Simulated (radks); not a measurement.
The numbers below are computed, except where a source is named.
Sm37+, configuration [Ar] 3d7.

Code: a radial shooting solver on a logarithmic mesh with Libxc functionals. Model: Dirac Kohn-Sham, LDA (Slater exchange, Perdew-Wang correlation), spin-unpolarised, spherical densities, finite nucleus; open shells fill j = l - 1/2 first; Fermi nuclear charge, rms radius 5.0819 fm.

Energy parts (eV):
| part | energy |
|---|---|
| total | -258369.11 |
| kinetic | 281830.67 |
| electron-nucleus | -586357.66 |
| Hartree | 50718.16 |
| exchange-correlation | -4560.28 |

Orbitals (lengths in bohr, moments of r in powers of bohr):
\begin{tabular}{lrrrrr}
orbital & occ. & eigenvalue (eV) & <r^2> & <r> & small-component weight \\ \hline
1s1/2 & 2 & -48330.70 & 0.0007057 & 0.02276 & 5.30e-02 \\
2s1/2 & 2 & -9315.443 & 0.01097 & 0.09618 & 1.17e-02 \\
2p1/2 & 2 & -8934.166 & 0.007976 & 0.08041 & 1.18e-02 \\
2p3/2 & 4 & -8327.188 & 0.009193 & 0.08695 & 1.10e-02 \\
3s1/2 & 2 & -3208.758 & 0.06883 & 0.2455 & 3.98e-03 \\
3p1/2 & 2 & -3051.078 & 0.06346 & 0.2340 & 3.93e-03 \\
3p3/2 & 4 & -2916.077 & 0.06945 & 0.2451 & 3.72e-03 \\
3d3/2 & 4 & -2655.398 & 0.05384 & 0.2149 & 3.59e-03 \\
3d5/2 & 3 & -2624.847 & 0.05545 & 0.2184 & 3.53e-03 \\
\end{tabular}

The highest occupied level is 3d5/2 at -2624.8 eV. The electron density at the nucleus is 5.291e+05 e/bohr^3.
